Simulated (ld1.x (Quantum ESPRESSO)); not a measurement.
**Plane-wave convergence, ultrasoft potential for Ga**

- Element: Ga (Z = 31)
- Generator: ld1.x (Quantum ESPRESSO) 7.5
- Type: ultrasoft
- Functional: LDA (PZ)
- Relativity: scalar-relativistic
- Frozen core: [Ar] 3d10
- Valence charge: 3
- Reference configuration: 4s1 4p2
- Partial waves: 4s (bound): rcut 1.65, rcutus 1.80 bohr; 4s channel at 0.45 Ry: rcut 1.65, rcutus 1.80 bohr; 4p (bound): rcut 1.45, rcutus 1.75 bohr; 4p channel at 1.1 Ry: rcut 1.45, rcutus 1.75 bohr
- Local potential: all-electron potential smoothed inside 1.45 bohr (lloc = -1)
- Core correction: none
- Augmentation charge: PSQ, inside the norm-conserving radii

The pseudo-atom Hamiltonian at the reference potential is diagonalised in spherical Bessel functions j_l(qr) that vanish at 20 bohr, with q² up to the cutoff. All-electron valence levels (Ry): 4s -0.7556, 4p -0.2572.

Q: How do the lowest levels (Ry) of each channel move with the cutoff, and are there ghosts?

A:

| cutoff (Ry) | s #1 | p #1 | p #2 | d #1 | f #1 | Σ f·Δε (mRy) |
| --- | --- | --- | --- | --- | --- | --- |
| 8 | -0.7518 | -0.2555 | 0.0231 | 0.0445 | 0.1052 | 7.8 |
| 10 | -0.7545 | -0.2559 | 0.0231 | 0.0442 | 0.1052 | 4.4 |
| 12 | -0.7555 | -0.2565 | 0.0230 | 0.0440 | 0.1052 | 2.2 |
| 15 | -0.7557 | -0.2571 | 0.0229 | 0.0438 | 0.1052 | 0.7 |
| 18 | -0.7557 | -0.2573 | 0.0229 | 0.0435 | 0.1052 | 0.4 |
| 21 | -0.7558 | -0.2574 | 0.0229 | 0.0435 | 0.1052 | 0.2 |
| 400 | -0.7559 | -0.2574 | 0.0229 | 0.0433 | 0.1052 | 0.0 |

Result: no extra level below or beside the all-electron valence levels (s, p, d, f tested); 10 mRy is reached at 8 Ry and 1 mRy at 15 Ry.
